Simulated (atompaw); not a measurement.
# u(r) = r·R(r): atom against pseudo-atom (Ga (Z = 31))

Columns: radius, all-electron u(r) and pseudo u(r) of the 4p shell (level -2.58 eV) of gallium in the configuration [Ar] 3d10 4s2 4p1; PBE, scalar-relativistic, PAW (atompaw) scheme, atompaw 4.2.0.5.

```csv
r (bohr),all-electron,pseudo
0.092,0.1172,0.0029
0.185,0.0685,0.0115
0.277,-0.0613,0.0254
0.369,-0.1615,0.0443
0.462,-0.2044,0.0679
0.554,-0.1971,0.0952
0.646,-0.1566,0.1256
0.738,-0.0973,0.1584
0.831,-0.0287,0.1931
0.923,0.0413,0.2282
1.015,0.1094,0.2635
1.108,0.1740,0.2984
1.200,0.2328,0.3318
1.292,0.2859,0.3634
1.385,0.3336,0.3933
1.477,0.3752,0.4204
1.569,0.4115,0.4450
1.662,0.4433,0.4672
1.754,0.4700,0.4865
1.846,0.4926,0.5034
1.938,0.5113,0.5178
2.031,0.5266,0.5301
2.123,0.5385,0.5401
2.215,0.5476,0.5481
2.308,0.5540,0.5541
2.400,0.5581,0.5581
```

How many radial nodes do the two functions have?

The all-electron 4p function has n − l − 1 = 2; the pseudo-wave has 0, since the states of the same l below it are removed with the core.

Is the pseudo-wave norm-conserving?

No, it belongs to a PAW set: the norm inside the radius is not constrained, and the difference is carried by the augmentation charge.
